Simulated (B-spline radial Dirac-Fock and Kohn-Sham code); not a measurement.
Binding energies of Tl⁺ in different valence configurations

Method: Dirac-Fock ΔSCF + Breit + QED. Computed with a radial finite-basis atomic code. Correlation energy is missing from these numbers.

Reference: the tabulated ground configuration [Xe] 4f14 5d10 6s2, with 3s 3727.2 eV, 3p3/2 2976.4 eV, 4s 868.8 eV, 4p3/2 630.5 eV, 4f5/2 136.4 eV, 5p3/2 91.41 eV, Kα1 72868.7 eV, Kβ1 82563.6 eV.

Problem. One of these configurations gives the following shifts from the reference, in eV: average energy +6.57, 3s +1.72, 3p3/2 +1.78, 4s +1.68, 4p3/2 +1.79, 4f5/2 +1.79, 5p3/2 +1.79, Kα1 -0.01, Kβ1 -0.03. Which?
A. [Xe] 4f14 5d9 6s2 6p1
B. [Xe] 4f14 5d10 6s1 6p1

Solution. B. The others give [Xe] 4f14 5d9 6s2 6p1: 3s +6.62.
